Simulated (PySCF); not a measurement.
# Excitation energy of Sc⁺ by level of theory

Sc⁺ [Ar] 3d1 4s1 (3D) → Sc⁺ [Ar] 3d2 (3F), as a difference of total energies. Calculation: PySCF 2.14, in aug-cc-pVTZ-DK (8s7p5d3f2g, 93 functions); scalar relativity by spin-free X2C-1e. Correlated levels: valence: [Ar] frozen. The calculations carry no spin-orbit coupling.

| method | excitation energy (cm⁻¹) | error (cm⁻¹) |
| --- | --- | --- |
| UHF | 7347.7 | +2544 |
| MP2 (valence) | 6913.0 | +2110 |
| SCS-MP2 (valence) | 7202.8 | +2399 |
| CCSD (valence) | 6691.8 | +1888 |

Reference: 4803.5 cm⁻¹ (measured; NIST levels, between the centres of gravity of the two terms).

Errors of the correlated levels include the incompleteness of this basis and the frozen core.

With two correlated electrons CCSD is exact in that space.
